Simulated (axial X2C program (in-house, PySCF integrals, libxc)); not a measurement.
# Estimating the spin–orbit splitting of the π levels of GeBr⁺

Computed with an in-house relativistic program for diatomic molecules. Spin-free means the one-electron spin-free X2C Hamiltonian; two-component (2c) means X2C with spin–orbit coupling and atomic mean-field two-electron Coulomb and Gaunt terms, so the difference of the two also holds small scalar two-electron terms. Basis: Br dyall-cv3z [8s9p6d4f1g], Ge dyall-cv3z [9s9p7d4f1g] (cores contracted in-house); Gaussian nuclei, density fitting, unrestricted open shells. Masses: Br 78.918 u, Ge 73.921 u.

Hartree–Fock at 2.206 Å, closed shell. Valence p splittings ε(p3/2) − ε(p1/2) of spherical Dirac–Hartree–Fock atoms with fractionally filled p shells: Br 4p 0.555 eV.

| filled π level (eV), spin-free | Br p share | Ge p share |
| --- | --- | --- |
| -17.99 | 0.85 | 0.09 |

(1) In first order a p shell splits by 3ζ/2 and a π orbital by ζ. Estimate the splitting of each π level from the shares.

The two-component Hartree–Fock calculation gives:

```csv
ε(ω = 1/2) (eV),σ share of it,ε(ω = 3/2) (eV),splitting (eV),estimate (eV)
-18.264,0.17,-17.803,0.46,0.31
```

The estimate leaves out the mixing of π1/2 with σ1/2 levels, which pushes the ω = 1/2 spinor up or down, the d and f parts of the orbital, small shares of the strongly split outer-core p shell of a metal, the Gaunt term (absent from the atomic values), and the change of the atomic p orbitals with charge; Löwdin shares depend on the basis.

Results:

(1) level -17.99 eV: (2/3) × (0.85 × 0.555) = 0.31 eV.
